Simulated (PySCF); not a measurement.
**A series of derivatives of CSC=C(C)C[SiH3]**

Parent skeleton `[CH3:1][S:2][CH:3]=[C:4]([CH3:5])[CH2:6][SiH3:7]`; one hydrogen on atom 7 is replaced by X. Hydrogens on one atom are averaged.

[PySCF 2.14: geometry: GFN2-xTB; shielding tensors at PBE0/pcSseg-1 (GIAO); non-relativistic Hamiltonian; averaged over atoms made equivalent by symmetry, fast rotation or ring inversion; isolated molecule; one computed conformer]

Shifts are taken against calculated references (same method and geometry level): TMS for ¹³C (σref 186.93), ²⁹Si (σref 349.16), ¹H (σref 31.72); ³³S (σref 503.73) against CS2.

Parent (X = H): C1 21.5, S2 -9.9, C3 128.0, C4 135.3, C5 26.6, C6 18.4, Si7 -79.9, H(C1) 2.24, H(C3) 5.30 ppm. Effects are Δδ = δ(X) − δ(H), positive for deshielding.

Task: Give Δδ (ppm) for X = COOH, vinyl, CH2CN, ethynyl, NHCH3, CH2F, SH, PH2, N=CH2.

Result: 
```tsv
X	SMILES	C1	S2	C3	C4	C5	C6	Si7	H(C1)	H(C3)
COOH	CS/C=C(\C)C[SiH2]C(=O)O	-0.2	+2.5	+7.4	-6.9	-5.3	+4.7	+19.8	+0.02	+0.53
vinyl	C=C[SiH2]C/C(C)=C/SC	+0.1	-2.3	+1.2	-0.5	-5.0	+9.8	+33.6	-0.01	-0.07
CH2CN	CS/C=C(\C)C[SiH2]CC#N	-0.2	+0.5	+6.5	-6.4	-5.8	+5.4	+37.2	+0.14	+0.80
ethynyl	C#C[SiH2]C/C(C)=C/SC	+0.0	+1.4	+4.0	-3.9	-5.3	+8.9	+12.0	+0.01	+0.19
NHCH3	CN[SiH2]C/C(C)=C\SC	+0.0	-2.7	-0.9	-1.0	+1.0	+4.1	+45.5	-0.03	-0.05
CH2F	CS/C=C(\C)C[SiH2]CF	-0.1	-2.6	+4.1	-3.3	-5.4	+4.0	+29.9	+0.03	+0.21
SH	CS/C=C(\C)C[SiH2]S	-0.1	-0.2	+4.7	-3.3	-5.7	+10.4	+47.0	+0.08	+0.00
PH2	CS/C=C(\C)C[SiH2]P	+0.7	-4.0	+3.4	-1.0	-5.5	+4.8	+29.7	+0.09	+0.12
N=CH2	C=N[SiH2]C/C(C)=C\SC	+0.4	-2.1	+0.2	-0.3	+0.8	+7.6	+38.2	-0.05	+0.02
```

Task: Which position responds most, and to which substituents?

Result: Si7: from +12.0 ppm with ethynyl to +47.0 ppm with SH.
